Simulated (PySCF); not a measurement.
Can point charges reproduce the dipole moment of `C#C[C@@H]1C[C@@H]1[SiH2]N`?

Coordinates (PBE0-D3(BJ)/def2-SVP, Å) and charges (e) from the PBE0/pcSseg-1 density (PySCF):

```json
{"atom": "C1", "x": "0.871", "y": "1.169", "z": "2.184", "Mulliken": "-0.3835", "IAO": "-0.2613", "Hirshfeld": "-0.1193", "ESP-fitted": "-0.3989"}
{"atom": "C2", "x": "0.939", "y": "0.214", "z": "1.439", "Mulliken": "+0.2661", "IAO": "-0.0321", "Hirshfeld": "-0.0325", "ESP-fitted": "-0.0586"}
{"atom": "C3", "x": "0.986", "y": "-0.920", "z": "0.554", "Mulliken": "-0.2531", "IAO": "-0.1420", "Hirshfeld": "-0.0266", "ESP-fitted": "+0.0921"}
{"atom": "C4", "x": "1.596", "y": "-0.809", "z": "-0.817", "Mulliken": "-0.1342", "IAO": "-0.2585", "Hirshfeld": "-0.0747", "ESP-fitted": "-0.4235"}
{"atom": "C5", "x": "0.109", "y": "-0.958", "z": "-0.693", "Mulliken": "-0.4880", "IAO": "-0.4193", "Hirshfeld": "-0.1255", "ESP-fitted": "-0.2526"}
{"atom": "Si6", "x": "-1.049", "y": "0.469", "z": "-1.060", "Mulliken": "+0.8016", "IAO": "+0.8938", "Hirshfeld": "+0.3568", "ESP-fitted": "+0.5902"}
{"atom": "N7", "x": "-2.275", "y": "0.514", "z": "0.161", "Mulliken": "-0.6367", "IAO": "-0.8334", "Hirshfeld": "-0.3198", "ESP-fitted": "-1.0048"}
{"atom": "H8", "x": "0.837", "y": "2.020", "z": "2.838", "Mulliken": "+0.0641", "IAO": "+0.2000", "Hirshfeld": "+0.0927", "ESP-fitted": "+0.2924"}
{"atom": "H9", "x": "1.123", "y": "-1.878", "z": "1.068", "Mulliken": "+0.1586", "IAO": "+0.1679", "Hirshfeld": "+0.0597", "ESP-fitted": "+0.1132"}
{"atom": "H10", "x": "2.182", "y": "-1.662", "z": "-1.169", "Mulliken": "+0.1392", "IAO": "+0.1523", "Hirshfeld": "+0.0539", "ESP-fitted": "+0.1734"}
{"atom": "H11", "x": "1.994", "y": "0.168", "z": "-1.106", "Mulliken": "+0.1482", "IAO": "+0.1531", "Hirshfeld": "+0.0496", "ESP-fitted": "+0.1904"}
{"atom": "H12", "x": "-0.295", "y": "-1.953", "z": "-0.911", "Mulliken": "+0.1552", "IAO": "+0.1576", "Hirshfeld": "+0.0504", "ESP-fitted": "+0.1541"}
{"atom": "H13", "x": "-1.740", "y": "0.250", "z": "-2.368", "Mulliken": "-0.1138", "IAO": "-0.1342", "Hirshfeld": "-0.0867", "ESP-fitted": "-0.1139"}
{"atom": "H14", "x": "-0.196", "y": "1.698", "z": "-1.199", "Mulliken": "-0.1265", "IAO": "-0.1676", "Hirshfeld": "-0.0986", "ESP-fitted": "-0.1293"}
{"atom": "H15", "x": "-3.124", "y": "1.040", "z": "-0.012", "Mulliken": "+0.1960", "IAO": "+0.2601", "Hirshfeld": "+0.1169", "ESP-fitted": "+0.3989"}
{"atom": "H16", "x": "-1.963", "y": "0.648", "z": "1.119", "Mulliken": "+0.2070", "IAO": "+0.2637", "Hirshfeld": "+0.1039", "ESP-fitted": "+0.3768"}
```

Task: What dipole does each set of charges give (1 e·Å = 4.803 D), and what does the density give?

Result: The full density gives (-0.16, 0.06, 0.34) D, 0.38 D in size; dipole vectors point from the negative to the positive end.

| scheme | μx | μy | μz | size (D) | share of the full size (%) | angle to the full dipole (°) |
| --- | --- | --- | --- | --- | --- | --- |
| Mulliken | -0.02 | -0.56 | -2.72 | 2.78 | 728 | 155 |
| IAO | -0.07 | 0.47 | -1.00 | 1.11 | 291 | 136 |
| Hirshfeld | 0.03 | -0.21 | -0.01 | 0.21 | 55 | 105 |
| ESP-fitted | -0.13 | 0.07 | 0.32 | 0.35 | 93 | 4 |

Task: Which set comes closest?

Result: Length of the difference vector: ESP-fitted 0.04 D, Hirshfeld 0.48 D, IAO 1.41 D, Mulliken 3.13 D. Closest: ESP-fitted. The schemes that divide the density aren't constrained to reproduce the dipole.

Task: What is left for the Hirshfeld atoms' own dipoles?

Result: The shares of the density sum to the whole, so what Σ q r misses lies in dipoles about the nuclei. The atomic dipoles sum to (-0.16, 0.06, 0.34) − (0.03, -0.21, -0.01) = (-0.19, 0.27, 0.35) D, 0.48 D in size.

Task: With the origin at the mean of the coordinates, (0.000, 0.000, 0.002) Å, which are the largest single terms, by size, of the Hirshfeld dipole along the direction of the full one?

Result: N7 -1.78, H8 +1.11, C1 -1.02, H16 +0.95, H15 +0.80 D; all 16 atoms together -0.05 D. The single terms depend on the origin, their sum doesn't.

Task: Give the size of the full dipole in other units.

Result: 0.38 D = 0.150 au = 0.079 e·Å = 1.27 × 10⁻³⁰ C·m.

Isolated species at its PBE0-D3(BJ)/def2-SVP geometry (one conformer only).

These values come from a run that also computed NMR shieldings. The run took 55 s of wall time (grids of density and orbitals included) on one thread, Arm Neoverse N1 (aarch64), no GPU, shared host, and the process peaked at 0.81 GiB of memory.

Shape of the structure used: `[CH:1]#[C:2][C@@H:3]1[CH2:4][C@@H:5]1[SiH2:6][NH2:7]`: C4–C5–Si6–N7 -137°, H–N7–Si6–C5 -163°, H–N7–Si6–C5 60°.
